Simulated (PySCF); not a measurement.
Compound: Si(NCS)2Cl2, C₂Cl₂N₂S₂Si.
Cartesian coordinates in Å at the PBE0-D3(BJ)/def2-SVP level; atoms count from 1:
```xyz
9
C2Cl2N2S2Si angstrom
Si    -0.700   -0.035   -0.552
N     -0.783    0.006    1.140
C     -0.827    0.029    2.338
S     -0.882    0.061    3.902
N      0.927   -0.026   -1.025
C      2.068   -0.005   -1.394
S      3.558    0.022   -1.872
Cl    -1.631    1.601   -1.323
Cl    -1.598   -1.724   -1.242
```

Level of theory: TDDFT PBE0/def2-SVPD, vertical, gas phase, core orbitals frozen in the response (PySCF 2.14.0, density-fitted response routines).

Ground-to-excited transition dipoles (e·a0, same axes as the geometry; the sign carries no meaning), for the states with f of 0.002 or more among the lowest 10:

| state | E (eV) | μx | μy | μz |
| --- | --- | --- | --- | --- |
| S5 | 5.160 | -0.133 | -0.004 | -0.103 |
| S7 | 5.989 | -1.289 | 0.010 | 1.630 |
| S8 | 6.130 | -0.340 | -0.017 | -0.420 |
| S10 | 6.195 | 0.200 | -0.003 | 0.191 |

Q: What oscillator strength does each state have?

A: f = (2/3) ΔE |μ|² with ΔE in hartree (27.2114 eV).

| state | \|μ\|² (au) | \|μ\| (D) | f |
| --- | --- | --- | --- |
| S5 | 0.028 | 0.43 | 0.004 |
| S7 | 4.318 | 5.28 | 0.634 |
| S8 | 0.292 | 1.37 | 0.044 |
| S10 | 0.077 | 0.70 | 0.012 |

Q: What is the point group, and which symmetry does each of these states have?

A: C2v. The ground state is totally symmetric, so the direction of μ fixes the label. Polarised along the twofold axis, so A1: S5, S8 and S10. Polarised across the twofold axis, so B1 or B2: S7. Which of B1 and B2 hangs on the choice of axes.

Q: What angle do the transition dipoles of S7 and S8 make?

A: |cos θ| = |μa·μb| / (|μa| |μb|) = 0.22, so θ ≈ 77° (taken between 0 and 90°, since the signs are arbitrary).

Q: How is the summed strength of these states shared among x, y and z?

A: (2/3) Σ ΔE μα² gives 0.269 for x, 0.000 for y and 0.423 for z, 0.693 in all.

Q: What peak molar absorption coefficient would the strongest computed level give as a lone Gaussian band 0.5 eV wide at half height?

A: ε(max) = 2.175×10⁸ f / FWHM, with the width in cm⁻¹. S7: 2.175×10⁸ × 0.6336 / 4033 ≈ 34000 L mol⁻¹ cm⁻¹.
